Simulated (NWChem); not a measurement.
System: CH5AlClN; SMILES [Cl][Al]([CH3])[NH2]

Excerpt of the output:

```
             Northwest Computational Chemistry Package (NWChem) 7.3.0
             --------------------------------------------------------

 C1  symmetry detected

                             Geometry "geometry" -> ""
                             -------------------------

 Output coordinates in angstroms (scale by  1.889725989 to convert to a.u.)

  No.       Tag          Charge          X              Y              Z
 ---- ---------------- ---------- -------------- -------------- --------------
    1 Al                  13.0000    -0.05230654    -0.34531086     0.00226298
    2 Cl                  17.0000     0.13571751     1.67999041    -0.00012613
    3 C                    6.0000     1.54012784    -1.53663472    -0.00054942
    4 H                    1.0000     1.63192101    -2.07836998    -0.94446342
    5 H                    1.0000     1.47093969    -2.29414402     0.78245385
    6 H                    1.0000     2.47268441    -0.98669589     0.15017634
    7 N                    7.0000    -1.70474196    -1.00645225     0.00002984
    8 H                    1.0000    -1.95278840    -1.98558762     0.00278611
    9 H                    1.0000    -2.55754261    -0.46102428    -0.01513981

 Effective nuclear repulsion energy (a.u.)     194.3940397319

                                Z-matrix (autoz)
                                --------

 Units are Angstrom for bonds and degrees for angles

      Type          Name      I     J     K     L     M      Value
      ----------- --------  ----- ----- ----- ----- ----- ----------
    1 Stretch                  1     2                       2.03401
    2 Stretch                  1     3                       1.98875
    3 Stretch                  1     7                       1.77979
    4 Stretch                  3     4                       1.09219
    5 Stretch                  3     5                       1.09165
    6 Stretch                  3     6                       1.09307
    7 Stretch                  7     8                       1.01007
    8 Stretch                  7     9                       1.01242
    9 Bend                     1     3     4               111.44726
   10 Bend                     1     3     5               111.34066
   11 Bend                     1     3     6               112.43042
   12 Bend                     1     7     8               126.02177
   13 Bend                     1     7     9               125.58841
   14 Bend                     2     1     3               121.49654
   15 Bend                     2     1     7               117.11027
   16 Bend                     3     1     7               121.39270
   17 Bend                     4     3     5               106.32170
   18 Bend                     4     3     6               107.27848
   19 Bend                     5     3     6               107.71500
   20 Bend                     8     7     9               108.38634
   21 Torsion                  2     1     3     4        -111.74888
   22 Torsion                  2     1     3     5         129.71901
   23 Torsion                  2     1     3     6           8.74169
   24 Torsion                  2     1     7     8        -179.86682
   25 Torsion                  2     1     7     9           0.89187
   26 Torsion                  3     1     7     8           0.38437
   27 Torsion                  3     1     7     9        -178.85693
   28 Torsion                  4     3     1     7          67.98888
   29 Torsion                  5     3     1     7         -50.54322
   30 Torsion                  6     3     1     7        -171.52055

  pbe96 is a nonlocal functional; adding pw91lda local functional.

                           NWChem Geometry Optimization
                           ----------------------------

 maximum gradient threshold         (gmax) =   0.000450
 rms gradient threshold             (grms) =   0.000300
 maximum cartesian step threshold   (xmax) =   0.001800
 rms cartesian step threshold       (xrms) =   0.001200
 fixed trust radius                (trust) =   0.300000
 source of zmatrix                         =   autoz

          -------------------
          Energy Minimization
          -------------------

 Using diagonal initial Hessian
 Scaling for Hessian diagonals: bonds = 1.00  angles = 0.25  torsions = 0.10

          --------
          Step   0

                                 NWChem DFT Module
                                 -----------------

 Summary of "ao basis" -> "ao basis" (spherical)
 ------------------------------------------------------------------------------
       Tag                 Description            Shells   Functions and Types
 ---------------- ------------------------------  ------  ---------------------
 Al                         def2-svp                 8       18   4s3p1d
 Cl                         def2-svp                 8       18   4s3p1d
 C                          def2-svp                 6       14   3s2p1d
 H                          def2-svp                 3        5   2s1p
 N                          def2-svp                 6       14   3s2p1d

            General Information
            -------------------
          SCF calculation type: DFT
          Wavefunction type:  closed shell.
          No. of atoms     :     9
          No. of electrons :    48
           Alpha electrons :    24
            Beta electrons :    24
          Charge           :     0
          Spin multiplicity:     1
          Use of symmetry is: off; symmetry adaption is: off
          Maximum number of iterations: 150
          AO basis - number of functions:    89
                     number of shells:    43
          Convergence on energy requested:  1.00D-06
          Convergence on density requested:  1.00D-05
          Convergence on gradient requested:  5.00D-04

              XC Information
              --------------
          PerdewBurkeErnzerhof Exchange Functional  1.000
            Perdew 1991 LDA Correlation Functional  1.000 local
           PerdewBurkeErnz. Correlation Functional  1.000 non-local

             Grid Information
             ----------------
          Grid used for XC integration:  medium
          Radial quadrature: Mura-Knowles
          Angular quadrature: Lebedev.
          Tag              B.-S. Rad. Rad. Pts. Rad. Cut. Ang. Pts.
          ---              ---------- --------- --------- ---------
          Al                  1.25       88           8.0       590
          Cl                  1.00       88          11.0       590
          C                   0.70       49          11.0       434
          H                   0.35       45          12.0       434
          N                   0.65       49          11.0       434
          Grid pruning is: on
          Number of quadrature shells:   499
          Spatial weights used:  Erf1

           DFT-D3BJ Model
          s6 scale factor  :        1.000000000000
          s8 scale factor  :        0.787500000000
          a1 parameter     :        0.428900000000
          a2 parameter     :        4.440700000000
              vdW contrib  :       -0.006055978968

      Superposition of Atomic Density Guess
      -------------------------------------

 Sum of atomic energies:        -795.48032357

      Non-variational initial energy
      ------------------------------

 Total energy =    -796.999924
 1-e energy   =   -1484.285054
 2-e energy   =     492.891090
 HOMO         =      -0.363444
 LUMO         =       0.005944

[...]

      ----------------------
      Optimization converged
      ----------------------

  Step       Energy      Delta E   Gmax     Grms     Xrms     Xmax
  ---- ---------------- -------- -------- -------- -------- --------
@   35    -797.87296853 -1.5D-07  0.00014  0.00004  0.00075  0.00179
                                     ok       ok       ok       ok

                                Z-matrix (autoz)
                                --------

 Units are Angstrom for bonds and degrees for angles

      Type          Name      I     J     K     L     M      Value     Gradient
      ----------- --------  ----- ----- ----- ----- ----- ---------- ----------
    1 Stretch                  1     2                       2.12909    0.00003
    2 Stretch                  1     3                       1.95106    0.00003
    3 Stretch                  1     7                       1.77817   -0.00007
    4 Stretch                  3     4                       1.11011    0.00005
    5 Stretch                  3     5                       1.10905    0.00004
    6 Stretch                  3     6                       1.11000    0.00004
    7 Stretch                  7     8                       1.02218   -0.00009
    8 Stretch                  7     9                       1.02227   -0.00014
    9 Bend                     1     3     4               110.74414    0.00001
   10 Bend                     1     3     5               112.40131   -0.00000
   11 Bend                     1     3     6               110.72999   -0.00000
   12 Bend                     1     7     8               125.20241    0.00003
   13 Bend                     1     7     9               124.68393   -0.00002
   14 Bend                     2     1     3               120.81945   -0.00001
   15 Bend                     2     1     7               115.52213    0.00001
   16 Bend                     3     1     7               123.65840   -0.00000
   17 Bend                     4     3     5               107.97643   -0.00000
   18 Bend                     4     3     6               106.75220   -0.00000
   19 Bend                     5     3     6               108.01524   -0.00000
   20 Bend                     8     7     9               110.11190   -0.00001
   21 Torsion                  2     1     3     4         -60.72837   -0.00001
   22 Torsion                  2     1     3     5         178.40264   -0.00001
   23 Torsion                  2     1     3     6          57.49391   -0.00000
   24 Torsion                  2     1     7     8         179.56473   -0.00003
   25 Torsion                  2     1     7     9           0.09637   -0.00000
   26 Torsion                  3     1     7     8          -0.49248   -0.00003
   27 Torsion                  3     1     7     9        -179.96084   -0.00000
   28 Torsion                  4     3     1     7         119.33174   -0.00000
   29 Torsion                  5     3     1     7          -1.53725   -0.00001
   30 Torsion                  6     3     1     7        -122.44598   -0.00000

                         Geometry "geometry" -> "geometry"
                         ---------------------------------

 Output coordinates in angstroms (scale by  1.889725989 to convert to a.u.)

  No.       Tag          Charge          X              Y              Z
 ---- ---------------- ---------- -------------- -------------- --------------
    1 Al                  13.0000    -0.04991061    -0.41009352    -0.09899123
    2 Cl                  17.0000     0.12921155     1.67316971    -0.50017017
    3 C                    6.0000     1.53029234    -1.55139540    -0.01512435
    4 H                    1.0000     2.07186387    -1.54493720    -0.98415105
    5 H                    1.0000     1.27922102    -2.60355422     0.22966138
    6 H                    1.0000     2.24221429    -1.18101117     0.75174648
    7 N                    7.0000    -1.70812526    -1.00314807     0.14695670
    8 H                    1.0000    -1.96412892    -1.97344468     0.34148037
    9 H                    1.0000    -2.54662731    -0.41981466     0.10602220

 Effective nuclear repulsion energy (a.u.)     191.5149814647

                Final and change from initial internal coordinates
                --------------------------------------------------

                                Z-matrix (autoz)
                                --------

 Units are Angstrom for bonds and degrees for angles

[...]

 Rotational Constants
 --------------------
 A=   0.180835 cm-1  (  0.260175 K)
 B=   0.101136 cm-1  (  0.145508 K)
 C=   0.065669 cm-1  (  0.094481 K)

 Temperature                      =   298.15K
 frequency scaling parameter      =   1.0000

 Zero-Point correction to Energy  =   38.368 kcal/mol  (  0.061143 au)
 Thermal correction to Energy     =   42.766 kcal/mol  (  0.068151 au)
 Thermal correction to Enthalpy   =   43.358 kcal/mol  (  0.069095 au)

 Total Entropy                    =   82.196 cal/mol-K
   - Translational                =   39.484 cal/mol-K (mol. weight =  92.9926)
   - Rotational                   =   26.687 cal/mol-K (symmetry #  =        1)
   - Vibrational                  =   16.025 cal/mol-K

 Cv (constant volume heat capacity) =   22.774 cal/mol-K
   - Translational                  =    2.979 cal/mol-K
   - Rotational                     =    2.979 cal/mol-K
   - Vibrational                    =   16.815 cal/mol-K

[normal modes left out]

 ----------------------------------------------------------------------------
 Normal Eigenvalue ||           Projected Infra Red Intensities
  Mode   [cm**-1]  || [atomic units] [(debye/angs)**2] [(KM/mol)] [arbitrary]
 ------ ---------- || -------------- ----------------- ---------- -----------
    1       -0.000 ||    0.000678           0.016         0.661       0.258
    2       -0.000 ||    0.000299           0.007         0.292       0.114
    3       -0.000 ||    0.000019           0.000         0.019       0.007
    4       -0.000 ||    0.000798           0.018         0.778       0.303
    5       -0.000 ||    0.000883           0.020         0.861       0.336
    6       -0.000 ||    0.000046           0.001         0.045       0.018
    7       69.766 ||    0.000155           0.004         0.151       0.059
    8      153.460 ||    0.003739           0.086         3.645       1.421
    9      174.968 ||    0.002958           0.068         2.883       1.124
   10      191.027 ||    0.012509           0.289        12.194       4.754
   11      364.017 ||    0.030584           0.706        29.815      11.625
   12      399.788 ||    0.136557           3.150       133.122      51.903
   13      456.647 ||    0.022711           0.524        22.139       8.632
   14      587.822 ||    0.007034           0.162         6.857       2.673
   15      633.965 ||    0.024248           0.559        23.638       9.216
   16      646.470 ||    0.030125           0.695        29.367      11.450
   17      724.058 ||    0.193245           4.458       188.385      73.449
   18      837.830 ||    0.115134           2.656       112.238      43.761
   19     1168.175 ||    0.020761           0.479        20.239       7.891
   20     1375.326 ||    0.002479           0.057         2.417       0.942
   21     1378.566 ||    0.001024           0.024         0.999       0.389
   22     1471.479 ||    0.044740           1.032        43.615      17.005
   23     2972.201 ||    0.001946           0.045         1.897       0.740
   24     3066.548 ||    0.001833           0.042         1.787       0.697
   25     3076.766 ||    0.004881           0.113         4.758       1.855
   26     3505.138 ||    0.026833           0.619        26.158      10.199
   27     3597.564 ||    0.024151           0.557        23.543       9.179
 ----------------------------------------------------------------------------
```

Level: PBE-D3(BJ)/def2-SVP. 

**Question.** Write an input that gives this output.

**Answer.** One answer among several that fit: the input that was run:
```
start job
memory heap 200 mb stack 900 mb global 1100 mb
geometry units angstroms
  Al    -0.426338     0.014513     0.150614
  Cl     1.490990    -0.043316    -0.525931
  C     -0.968413    -0.923575     1.818323
  H     -1.630910    -1.765447     1.605659
  H     -1.520713    -0.259613     2.486021
  H     -0.112327    -1.316204     2.373095
  N     -1.600918     0.935861    -0.818476
  H     -2.581647     1.054515    -0.607923
  H     -1.398818     1.422194    -1.683130
end
basis spherical
  * library def2-svp
end
dft
  xc xpbe96 cpbe96
  disp vdw 4
  iterations 150
end
driver
  maxiter 120
end
task dft optimize
task dft freq
```
